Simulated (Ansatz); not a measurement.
Reaction (redistribution): `[SiH3][CH2][SnH2][Cl]` + `C#[C][Al]([CH3])[F]` → `C#[C][SnH2][Cl]` + `[CH3][Al]([F])[CH2][SiH3]`

Gas-phase electronic energies from Ansatz, PBE0-D4/def2-TZVP geometries. CCSD(T)/CBS adds triple-zeta CCSD(T) − MP2 to the extrapolated MP2 energy (def2 sets, frozen cores). Functionals use def2-TZVPP. B3LYP here is the variant with VWN-RPA as its local correlation; programs differ in this. def2 core potentials past Kr. For Sn outer-core shells are correlated without core-valence functions, which leaves a few kJ/mol of doubt a bond. Each species was taken in one conformer, which may not be the lowest.

```csv
level,ΔE (kcal/mol),difference from CCSD(T)/CBS
PBE-D4,6.7,-1.1
r2SCAN-D4,7.1,-0.7
PBE0-D4,6.6,-1.2
B3LYP-D4,7.5,-0.3
ωB97X-V,6.6,-1.2
ωB97M-V,6.6,-1.2
B2PLYP,7.0,-0.8
PBE,6.3,-1.5
r2SCAN,7.0,-0.8
PBE0,6.3,-1.5
B3LYP,6.9,-0.9
HF/def2-TZVPP,6.9,-0.9
MP2/def2-TZVPP,7.1,-0.7
SCS-MP2/def2-TZVPP,7.0,-0.8
CCSD/def2-TZVPP,6.8,-1.0
CCSD(T)/def2-TZVPP,6.8,-1.0
HF/def2-QZVPP,6.9,-0.9
MP2/def2-QZVPP,7.7,-0.1
SCS-MP2/def2-QZVPP,7.4,-0.4
HF/CBS(def2),6.9,-0.9
MP2/CBS(def2),8.1,0.3
CCSD/CBS(def2),7.8,0.0
CCSD(T)/CBS,7.8,0
```

Largest T1 diagnostic among the species: 0.013.
